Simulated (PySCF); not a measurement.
Finite-field polarisability of C (carbon, neutral)

[He] 2s2 2p2, high-spin 3P determinant. Computed with PySCF 2.14 in def2-TZVPPD (6s3p3d1f, 37 functions), with no relativity, point nucleus. Frozen: 1s2. Energy changes in a uniform field (μhartree):

| axis | F (au) | HF | MP2 | CCSD | CCSD(T) |
| --- | --- | --- | --- | --- | --- |
| x | 0.0043 | -100.029 | -89.039 | -92.921 | -93.437 |
| x | 0.0086 | -400.133 | -356.377 | -371.769 | -373.827 |
| y | 0.004 | -98.901 | -97.109 | -96.747 | -97.138 |
| y | 0.008 | -395.746 | -388.607 | -387.177 | -388.748 |

By symmetry the remaining axis equals y.

Question: Derive α along x at CCSD(T) from the two fields.

Answer: With ΔE = −αF²/2 − γF⁴/24, α = −(16 ΔE(F) − ΔE(2F))/(6F²) = 10.11 bohr³.

Question: And the mean polarisability at each level?

Answer: The components xx, yy, zz at CCSD(T) are 10.11, 12.14, 12.14, the third axis being equal by symmetry to one of the two computed. Means: HF 11.85, MP2 11.30, CCSD 11.41, CCSD(T) 11.46 bohr³. Reference: 11.3 ± 0.4 bohr³ (recommended; Schwerdtfeger and Nagle, table of static dipole polarizabilities (2023 update)).
